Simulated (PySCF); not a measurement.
First SCF of a structure search on triplet HCoO2, at a hand-made trigonal pyramidal geometry. PySCF input:

```python
from pyscf import gto, scf, dft
mol = gto.M(atom='''
Co     0.000000     0.000000     0.000000
O     -0.706400     1.223400     0.751200
O     -0.706400    -1.223400     0.751200
H      1.262600     0.000000     0.671300''',
    basis={'Co': 'def2-TZVP', 'O': 'def2-TZVP', 'H': 'def2-TZVP'},
    charge=0, spin=2)
mf = dft.UKS(mol, xc='PBE0')
mf.grids.atom_grid = (50, 194)
aux = {'Co': 'def2-universal-JKFIT', 'O': 'def2-universal-JKFIT', 'H': 'def2-universal-JKFIT'}
mf = mf.density_fit(auxbasis=aux)
mf.conv_tol = 1e-08
mf.diis_space = 10
mf.max_cycle = 60
mf.init_guess = 'minao'
mf.verbose = 4
mf.kernel()
```

Excerpt of the output (cycles alone):

```
init E= -1532.45519309825
cycle= 1 E= -1517.00423512891  delta_E= 15.5  |g|= 5.68  |ddm|= 8.72
cycle= 2 E= -1468.05075136039  delta_E=   49  |g|= 13.9  |ddm|= 13.1
cycle= 3 E= -1512.95070262581  delta_E= -44.9  |g|= 9.25  |ddm|= 7.05
cycle= 4 E= -1518.05627311709  delta_E= -5.11  |g|= 7.79  |ddm|= 1.72
cycle= 5 E= -1526.25841827104  delta_E= -8.2  |g|= 5.58  |ddm|= 4.52
cycle= 6 E= -1527.11132475622  delta_E= -0.853  |g|= 4.94  |ddm|= 1.28
cycle= 7 E= -1528.79982330477  delta_E= -1.69  |g|= 4.36  |ddm|= 0.778
cycle= 8 E= -1529.37203115909  delta_E= -0.572  |g|= 4.05  |ddm|= 0.397
cycle= 9 E= -1529.71484334546  delta_E= -0.343  |g|= 3.94  |ddm|= 0.316
cycle= 10 E= -1529.71126945106  delta_E= 0.00357  |g|= 3.94  |ddm|= 0.0104
cycle= 11 E= -1529.48447571618  delta_E= 0.227  |g|= 4.06  |ddm|= 0.124
cycle= 12 E= -1514.93014422524  delta_E= 14.6  |g|= 5.99  |ddm|= 8.05
cycle= 13 E= -1530.40734126777  delta_E= -15.5  |g|= 3.53  |ddm|=    8
... 24 lines left out ...
cycle= 38 E= -1533.3351414582  delta_E= -1.47e-06  |g|= 0.000318  |ddm|= 0.00354
cycle= 39 E= -1533.33514264295  delta_E= -1.18e-06  |g|= 0.000274  |ddm|= 0.00535
cycle= 40 E= -1533.33514292675  delta_E= -2.84e-07  |g|= 9.8e-05  |ddm|= 0.00195
cycle= 41 E= -1533.33514302192  delta_E= -9.52e-08  |g|= 9.47e-05  |ddm|= 0.00103
cycle= 42 E= -1533.33514305121  delta_E= -2.93e-08  |g|= 6.33e-05  |ddm|= 0.000656
cycle= 43 E= -1533.33514307239  delta_E= -2.12e-08  |g|= 5.43e-05  |ddm|= 0.000387
cycle= 44 E= -1533.33514308766  delta_E= -1.53e-08  |g|= 3.79e-05  |ddm|= 0.000336
cycle= 45 E= -1533.33514309539  delta_E= -7.73e-09  |g|= 2.23e-05  |ddm|= 0.000296
Extra cycle  E= -1533.33514309495  delta_E= 4.38e-10  |g|= 6.9e-05  |ddm|= 5.88e-05
converged SCF energy = -1533.33514309495  <S^2> = 2.0959205  2S+1 = 3.0632796
```

No lower solution of this spin was found from smeared starts or by a stability analysis within the unrestricted form.

Open d and f shells are described by one determinant, and the ground state may have another occupation or spin.

The search for the lowest solution, 3 starts and the stability check together, took 17 s on 4 threads of a shared Arm Neoverse V2 host, with 113 basis functions; the process peaked at 0.51 GiB.
